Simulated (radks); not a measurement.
Results of a calculation; reference values are marked as such.
Valence configurations of Sc2+ (all share [Ar]). Level of theory: non-relativistic Kohn-Sham, r2SCAN, spin-polarised, spherical densities, point nucleus; open shells are filled with parallel spins first; meta-GGA in the generalised Kohn-Sham scheme (a radial shooting solver on a logarithmic mesh with Libxc functionals). Energies are relative to 3d1; eigenvalues in eV for spin up.

\begin{tabular}{lrrrrr}
valence & E (eV) & moment (Bohr magnetons) & e(3d) & e(4p) & e(4s) \\ \hline
3d1 & 0.000 & 1 & -18.007 & - & - \\
4s1 & 3.376 & 1 & - & - & -18.508 \\
4p1 & 7.889 & 1 & - & -14.362 & - \\
3d0.5 4s0.5 & 1.536 & 1 & -20.322 & - & -17.042 \\
3d0.5 4p0.5 & 3.641 & 1 & -20.778 & -12.939 & - \\
\end{tabular}

NIST lists [Ar] 3d1 as the ground configuration; this level of theory agrees among the configurations tried. The energies are those of spherical high-spin densities, not of single terms.
